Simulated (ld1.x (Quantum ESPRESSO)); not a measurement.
What one change does to a pseudopotential (Mn, TM)

manganese, norm-conserving Troullier–Martins (Kleinman–Bylander form), made with ld1.x (Quantum ESPRESSO) 7.5 (LDA (PZ), scalar-relativistic). Core [Ne] 3s2, reference 3p6 3d5 4s0 4p0 (charge +2). Waves: 3p (bound): rc 0.95 bohr; 3d (bound): rc 1.55 bohr; 4s (bound, empty): rc 2.35 bohr. Local part: the s channel. Core correction: none.

Change: all radii scaled by about 1.19 (s 2.80, p 1.14, d 1.84 bohr).

Cutoffs: the cutoffs (Ry, on a coarse ladder) from which the occupation-weighted sum of valence levels, in a spherical-Bessel basis at the reference potential, stays within 10 and 1 mRy of its value at 400 Ry; they do not see the model core or the augmentation charge, which bear on the density cutoff. Errors are all-electron minus pseudo energies relative to the spin-unpolarised reference configuration.

Q: Predict the effect on cutoff, ghosts and configuration errors.

A: The potential gets softer (110 Ry and 200 Ry → 80 Ry and 140 Ry); of the 9 tests that both files solve, the error grows in 1 and shrinks in 4 by more than 15 % and 0.3 meV (median size 171.3 → 150.8 meV); neither file shows a bound ghost at the reference potential, the only one tested. A larger radius leaves more room for a smooth pseudo-wave, so fewer plane waves are needed.

| quantity | base | changed |
| --- | --- | --- |
| cutoff, loose | 110 Ry | 80 Ry |
| cutoff, tight | 200 Ry | 140 Ry |
| loose cutoff by channel (10 mRy a level) | p 55 Ry, d 90 Ry | p 50 Ry, d 70 Ry |
| bound ghosts | none | none |
| error for 3p6 3d5 4s2 4p0, meV [ΔE -24.53 eV] | -12 | +1.0 |
| error for 3p6 3d5 4s1 4p0, meV [ΔE -15.88 eV] | -4.6 | -3.0 |
| error for 3p6 3d4 4s0 4p0, meV [ΔE 32.81 eV] | -247 | -172 |
| error for 3p6 3d3 4s0 4p0, meV [ΔE 83.85 eV] | -908 | -458 |
| error for 3p6 3d6 4s1 4p0, meV [ΔE -24.93 eV] | -104 | -102 |
| error for 3p6 3d5.5 4s1.5 4p0, meV [ΔE -25.04 eV] | -17 | -21 |
| error for 3p6 3d6 4s0 4p0, meV [ΔE -17.51 eV] | -171 | -151 |
| error for 3p6 3d5 4s0 4p0 (spin-polarised), meV [ΔE -5.47 eV] | +1186 | +1108 |
| error for 3p6 3d5 4s2 4p0 (spin-polarised), meV [ΔE -29.58 eV] | +1134 | +1061 |

Base: These tests converged, but a pseudo level misses the all-electron one widely, so the file describes the atom poorly there or has found another state: 3p6 3d4 4s0 4p0: empty 4p by 2.9 eV; 3p6 3d3 4s0 4p0: empty 4p by 4.6 eV (a node warning on the way). Changed file: These tests converged, but a pseudo level misses the all-electron one widely, so the file describes the atom poorly there or has found another state: 3p6 3d4 4s0 4p0: empty 4p by 3.0 eV (a node warning on the way); 3p6 3d3 4s0 4p0: empty 4p by 4.7 eV.
